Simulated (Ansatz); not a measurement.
Geometry optimisation, RKS PBE0/def2-SVP in Ansatz 0.2.0.

Input file:

```yaml
crystal:
  periodic: [false, false, false]
  atoms:
    - { symbol: Ge, position_ang: [0.0, 0.0, 0.0] }
    - { symbol: F, position_ang: [0.0, 0.0, 1.68] }
    - { symbol: H, position_ang: [1.4616, 0.0, -0.5162] }
    - { symbol: H, position_ang: [-0.73, 1.2648, -0.5162] }
    - { symbol: F, position_ang: [-0.7913, -1.3709, -0.5594] }
basis:
  gaussian: { orbitals: def2-SVP }
hamiltonian:
  xc: pbe0
relax:
  f_tol: 0.02
  max_steps: 40
output:
  orbitals: {}
```

Command:

```bash
$ ansatz run input.yaml --threads 1 --pin off --max-ram 2048MiB --backend cpu --events-out ev --progress --plain --runs-dir out
```

Question: Where does it end, and by what steps?

Answer: It converged. After 4 steps the energy has fallen by 0.137 eV; Ge1 moved furthest, 0.08 Å.

```json
{"step": "0", "energy less start (eV)": "0.0000", "largest force component (eV/Å)": "2.178", "accepted": "yes"}
{"step": "1", "energy less start (eV)": "-0.1120", "largest force component (eV/Å)": "0.852", "accepted": "yes"}
{"step": "2", "energy less start (eV)": "-0.1252", "largest force component (eV/Å)": "0.345", "accepted": "yes"}
{"step": "3", "energy less start (eV)": "-0.1368", "largest force component (eV/Å)": "0.024", "accepted": "yes"}
{"step": "4", "energy less start (eV)": "-0.1368", "largest force component (eV/Å)": "0.005", "accepted": "yes"}
```

```xyz
5
Properties=species:S:1:pos:R:3
Ge 0.033 0.057 -0.046
F 0.000 -0.001 1.681
H 1.491 -0.054 -0.493
H -0.791 1.264 -0.494
F -0.792 -1.372 -0.559
```

Whether the end is a true minimum wasn't checked by a vibrational analysis.

The run took 16 s on 1 thread of Intel(R) Xeon(R) Platinum 8259CL CPU @ 2.50GHz (Skylake/Cascade Lake), with other jobs on the host, peak memory 0.15 GiB.
